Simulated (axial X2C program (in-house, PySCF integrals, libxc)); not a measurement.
# Photoelectron levels of TlO⁻ by EOM-IP-CCSD

Calculated with an in-house all-electron X2C program for linear molecules (integrals from PySCF): two-component X2C with atomic mean-field Coulomb and Gaunt terms, Gaussian nuclei, basis Tl dyall-acv3z, O dyall-av3z with contracted cores.

R = 1.831 Å (0.920 times 1.990 Å, the PBE0 minimum at charge -1 for the lowest determinant).

Vertical detachment energies of TlO⁻ to the states of TlO:

```
Ω of TlO  vertical detachment energy (eV)  above lowest (cm⁻¹)                  ionised spinor  one-hole weight
     1/2                            2.038                    0  42% O pσ, 24% Tl pσ, 20% Tl sσ             0.93
     3/2                            2.822                 6327              84% O pπ, 8% Tl pπ             0.90
     1/2                            2.929                 7193             77% O pπ, 12% Tl pπ             0.91
     1/2                            6.700                37607             49% Tl sσ, 39% O pσ             0.91
```

Task: What is the splitting of the first π pair in the table, and is it regular or inverted?

Result: E(3/2) − E(1/2) = 6327 − 7193 = -866 cm⁻¹ at EOM-IP-CCSD: inverted, Ω = 3/2 lower. Splittings at this level can be off by ten to twenty per cent.

This point took 19 s on 1 thread of Arm Neoverse V2 (shared host).

Reference electrons by ω block (each with its −ω partner): 1/2: 26, 3/2: 13, 5/2: 5, 7/2: 1. 20 electrons of TlO⁻ correlated (inner shells frozen), 82 natural virtual spinors (a truncated set); levels can be off by some tenths of an eV. Roots sought by Ω: (1/2: 4, 3/2: 3, 5/2: 1); rows need 60 % one-particle weight and stop where some Ω has no more roots. Missing are any skipped roots, higher Ω and states of a further excitation; these come out far too high here and may in truth be low or lowest. T1 of the reference 0.026 (Lee–Taylor). Number of frozen shells: Tl 5 s, 4 p, 2 d, 1 f; O 1 s. Large amplitudes in the reference (orbital relaxation or multireference character) lower the reliability.
